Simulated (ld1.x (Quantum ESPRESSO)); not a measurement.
**antimony, TM: configuration errors across variants**

antimony (Sb), norm-conserving Troullier–Martins (Kleinman–Bylander form), made with ld1.x (Quantum ESPRESSO) 7.5 (PBE, fully relativistic). Core [Kr] 4d10, reference 5s2 5p2.75 (charge +0.25). Waves: 5p (bound): rc 2.50 bohr; 5d channel at 0.2 Ry: rc 2.35 bohr; 5s (bound): rc 1.55 bohr. Local part: the s channel. Core correction: Bessel-smoothed model core inside 1.30 bohr.

Open shells are filled in proportion to 2j + 1 (rel_dist='average').

All-electron excitation energies from the reference (eV): (1) 5s2 5p3 -1.419; (2) 5s2 5p2 6.914; (3) 5s2 5p1 22.903; (4) 5s2 5p0 47.342; (5) 5s2 5p2.5 1.850; (6) 5s1 5p4 6.666; (7) 5s2 5p3.3 -2.583.

A true bound ghost makes a file unfit for plane-wave use even where its test errors are small: the radial tests pick states by their node count and pass the ghost by.

Errors AE − PS in meV (a dash: test not solved or not reliable):

```tsv
change	(1)	(2)	(3)	(4)	(5)	(6)	(7)	bound ghosts
base	-0.1	-2.4	-27	-115	-0.1	-13	-0.3	d5/2
wave 5p (bound): rc 2.50 bohr becomes 5p (bound): rc 1.68 bohr	-0.1	-2.2	-27	-118	-0.1	-8.6	-0.3	d5/2, p3/2, p1/2
wave 5p (bound): rc 2.50 bohr becomes 5p (bound): rc 1.92 bohr	-0.1	-2.2	-26	-112	-0.1	-13	-0.3	d5/2
wave 5p (bound): rc 2.50 bohr becomes 5p (bound): rc 2.28 bohr	-0.1	-2.3	-26	-108	-0.1	-15	-0.3	d5/2
wave 5p (bound): rc 2.50 bohr becomes 5p (bound): rc 2.52 bohr	-0.1	-2.4	-27	-115	-0.1	-13	-0.3	d5/2
wave 5p (bound): rc 2.50 bohr becomes 5p (bound): rc 2.74 bohr	-0.1	-2.6	-31	-135	-0.1	-8.9	-0.3	d5/2
wave 5p (bound): rc 2.50 bohr becomes 5p (bound): rc 3.02 bohr	-0.1	-3.1	-37	-164	-0.1	-4.8	-0.3	d5/2
wave 5p (bound): rc 2.50 bohr becomes 5p (bound): rc 3.24 bohr	-0.1	-3.8	-46	-205	-0.2	-0.4	-0.3	p1/2, d5/2
wave 5p (bound): rc 2.50 bohr becomes 5p (bound): rc 3.56 bohr	-0.1	-5.0	-61	-271	-0.3	+4.8	-0.4	d5/2, p1/2
wave 5p (bound): rc 2.50 bohr becomes 5p (bound): rc 3.72 bohr	-0.2	-5.8	-69	-305	-0.3	+6.8	-0.5	d5/2, p1/2
```

**Question.** Give the same row for: wave 5p (bound): rc 2.50 bohr becomes 5p (bound): rc 2.06 bohr.

**Answer.** -0.1, -2.3, -26, -109, -0.1, -14, -0.3; bound ghosts: d5/2.
